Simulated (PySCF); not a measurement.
Below is a simulated gas-phase Si 2p photoelectron spectrum of `[SiH3][O][GeH3]`.

Every computed line was given a Gaussian of 0.4 eV full width at half maximum and an area set by the number of equivalent atoms (split 2:1 within a doublet); the highest printed point is 100. Method: delta-SCF UKS SCAN, pcX-2 on the ionised atom, pcseg-1 elsewhere, spin-free X2C (PySCF 2.14.0).

(binding energy (eV), intensity): (106.8, 1), (106.9, 4), (107.0, 16), (107.1, 42), (107.2, 77), (107.3, 100), (107.4, 92), (107.5, 61), (107.6, 33), (107.7, 26), (107.8, 36), (107.9, 49), (108.0, 48), (108.1, 34), (108.2, 17), (108.3, 6), (108.4, 2), (108.5, 0)

**Question.** How many maxima does the curve show, and how many computed lines lie under it?

**Answer.** The curve has 2 maxima (at 107.3 and 107.9 eV). Under it lie 2 lines from 1 inequivalent silicon site, drawn as a 2p3/2, 2p1/2 pair.

**Question.** Decompose the envelope and assign each component. Numbering: `[SiH3:1][O:2][GeH3:3]`.

**Answer.** 
```tsv
position (eV)	relative area	line	atoms	environment
107.33	0.67	Si 2p3/2	Si1	oxygen-bound silicon
107.95	0.33	Si 2p1/2	Si1	oxygen-bound silicon
```

The curve has no shake-up lines and no vibrational structure. 2p3/2 and 2p1/2 are the ΔSCF energy of one spin-free 2p hole plus the eigenvalues of a spin–orbit and ligand-field matrix of the shell. 2p1/2 minus 2p3/2 (ligand field included): Si 0.62 eV. Isolated species at its PBE0-D3(BJ)/def2-SVP geometry, gas phase.
